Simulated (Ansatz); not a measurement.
Reaction (ligand exchange at the Si–Cl bond): `CO[Si]Cl` + HBr → `CO[Si]Br` + HCl

Gas-phase electronic energies from Ansatz, PBE0-D4/def2-TZVP geometries. CCSD(T)/CBS is the MP2 limit (def2-TZVPP, def2-QZVPP) plus CCSD(T) − MP2 in def2-TZVPP, frozen cores. This one scheme is used for every species. Functionals use def2-TZVPP. For Br outer-core shells are correlated without core-valence functions, which leaves a few kJ/mol of doubt a bond. Scalar relativity is left out up to krypton. Each species was taken in one conformer, which may not be the lowest.

Is it downhill or uphill in electronic energy at CCSD(T)/CBS, and by how much? (Estimate.)

Computed: Nearly level: ΔE = -1.2 kJ/mol.

What do these levels give: LDA (SPW92), revPBE-D4, BLYP-D4, ωB97X-V, B2PLYP, r2SCANh, r2SCAN0, BHLYP, HF/def2-SVP, MP2/def2-SVP, MP2/def2-QZVPP, MP2/CBS(def2)? (Best estimate.)

The calculation gave: LDA (SPW92) 0.2, revPBE-D4 -0.7, BLYP-D4 0.7, ωB97X-V 2.4, B2PLYP 1.1, r2SCANh 0.0, r2SCAN0 -0.4, BHLYP 1.7, HF/def2-SVP 4.9, MP2/def2-SVP -1.2, MP2/def2-QZVPP -1.3, MP2/CBS(def2) -2.3 kJ/mol.

What do rigid-rotor, harmonic-oscillator terms from PBE0-D4/def2-TZVP frequencies (298.15 K, 1 bar) make of the CCSD(T)/CBS value? (An estimate is asked.)

Computed: ΔZPE = +1.1 kJ/mol, ΔH = +0.3 kJ/mol, ΔS = 1 J/(mol·K), ΔG = +0.2 kJ/mol.

Largest T1 diagnostic among the species: 0.014.

Leaving LDA and LC-ωPBE aside and taking each functional with its dispersion term where it has one, the values, not all of them listed here, spread over 6.2 kJ/mol, from HSE06-D4 to B97M-V.
